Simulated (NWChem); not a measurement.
System: C2H4F2 cation, doublet; SMILES of the neutral closed-shell parent CC(F)F

```xyz
8

C      0.0009     1.5652    -0.1656
C     -0.0003    -0.2172     0.3615
F     -1.0867    -0.7064    -0.1359
F      1.0845    -0.7082    -0.1372
H     -0.0018     1.4120    -1.2462
H     -0.9269     1.9193     0.2838
H      0.9316     1.9166     0.2796
H      0.0005    -0.0409     1.4501
```
Atoms are numbered in this order, from 1.

Program: NWChem. Spin-unrestricted. All runs use the structure optimised with B3LYP/6-31G* (spherical d), spin-unrestricted. The spin multiplicity was typed, not searched, and may not be the lowest. No stability test was run on the SCF state. Level: B3LYP/def2-SVP with COSMO at NWChem's default radii, gas-phase geometry; rows give the dielectric constant. Reactions with the solvent are ignored.

```tsv
dielectric constant	electrostatic solvation energy (kcal/mol)
1.5	-22.7
2.0	-34.2
3.9	-50.9
11.7	-62.7
20.7	-65.3
```
